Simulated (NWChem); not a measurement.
Species: SiIClF2; SMILES F[Si](F)(I)Cl

Computed with NWChem. Coordinates come from a PBE0/def2-SVP optimisation. def2 effective core potentials on I; no spin-orbit coupling. Vertical excitations in the gas phase; the lowest state need not have the same character in each row.

| level | lowest excitation, singlet (eV) | orbital gap (eV) |
|---|---|---|
| PBE/def2-SVP, full TDDFT | 5.58 | 5.30 |
| B3LYP/def2-SVP, full TDDFT | 5.83 | 6.91 |
| Hartree-Fock/def2-SVP, TDHF | 6.96 | 13.85 |
| LDA (Slater exchange, VWN5)/def2-SVP, full TDDFT | ___ | ___ |

Task: Complete the blanks.

Result: 
- LDA (Slater exchange, VWN5)/def2-SVP, full TDDFT, lowest excitation, singlet (eV): 5.51
- LDA (Slater exchange, VWN5)/def2-SVP, full TDDFT, orbital gap (eV): 5.21
